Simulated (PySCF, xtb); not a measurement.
Cl₂HInO, SMILES [Cl][In]([Cl])[OH]. Other conformers were not sampled.

Harmonic wavenumbers (cm⁻¹) from GFN2-xTB (xtb) at its own minimum, in rising order: 75, 88, 111, 271, 281, 332, 433, 699, 3609.

**Question.** What does PBE0-D3(BJ)/def2-SVP run with PySCF give at its own minimum? (An estimate is asked for; the answer gives what the named calculation found.)

**Answer.** 91, 115, 116, 285, 361, 399, 627, 846, 3877. Paired by order, the mean absolute difference is 91 cm⁻¹ and the zero-point energies are 8.4 and 9.6 kcal/mol.
